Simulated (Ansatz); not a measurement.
BiH2Et (C₂H₇Bi). Total charge 0; singlet. Geometry PBE-D4/def2-SVP; atoms count from 1.

```xyz
10

Bi   -1.868    0.369   -0.664
C     0.157   -0.603   -0.067
C     1.304    0.399   -0.097
H    -2.830   -0.982    0.089
H    -1.938    1.297    0.903
H     0.307   -1.431   -0.790
H     0.009   -1.047    0.935
H     2.272   -0.086    0.159
H     1.433    0.863   -1.098
H     1.154    1.223    0.631
```

In the def2 sets Bi takes a core potential; there is no spin–orbit coupling. Another isomer (singlet) lies 0.21 eV lower at PBE0-D4/def2-TZVP; other spin states weren't run for this one.

Question: Estimate the Mulliken populations from the PBE0/def2-TZVP orbitals of Ansatz.

Answer: 
| atom | charge (e) |
| --- | --- |
| Bi1 | 0.25 |
| C2 | -0.40 |
| C3 | -0.37 |
| H4 | -0.06 |
| H5 | -0.06 |
| H6 | 0.13 |
| H7 | 0.14 |
| H8 | 0.13 |
| H9 | 0.12 |
| H10 | 0.13 |
Mulliken values depend strongly on the basis.

Question: And the Mayer bond orders between heavy atoms (over 0.3)?

Answer: Bi1–C2 0.97 (2.32 Å); C2–C3 1.00 (1.52 Å).
